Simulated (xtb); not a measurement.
Si(H)2(OH)(SMe) (CH6OSSi), SMILES O[SiH2]SC. All values are semi-empirical tight-binding results from xtb (GFN2-xTB unless named), good for trends rather than for accurate numbers. Geometry: GFN2-xTB. One conformer was computed; it need not be the lowest.

Optimised geometry:

```xyz
10

Si     0.7718    -0.4365    -0.5495
O      2.2149    -0.1701     0.1249
S     -0.7073     0.5228     0.6789
C     -2.2084     0.0796    -0.2409
H      0.5001    -1.8671    -0.5613
H      0.7433     0.1754    -1.8702
H      2.3086     0.3201     0.9377
H     -2.1467     0.4745    -1.2500
H     -2.3159    -1.0003    -0.2620
H     -3.0466     0.5267     0.2830
```

A frequency run showed that this geometry is not a minimum.

### Question
Estimate the properties. (An estimate is asked for; the answer gives what the named calculation found.)

### Answer

| Item | Result |
|---|---|
| point group as xtb finds it | Cs |
| orbital gap | 4.27 eV |
| static polarisability (D4 model) | 68.6 bohr³ |
| solvation energy, GFN2-xTB/ALPB(water) | -3.5 kcal/mol |
| solvation energy, GFN2-xTB/ALPB(ether) | -6.5 kcal/mol |

Computed atomic charges and the Wiberg bond orders between heavy atoms:
charges (e) Si1 0.54, O2 -0.46, S3 -0.36, C4 -0.04, H5 -0.07, H6 -0.07, H7 0.32, H8 0.04, H9 0.04, H10 0.06. Bond orders Si1–O2 1.22, Si1–S3 0.94, S3–C4 1.01.
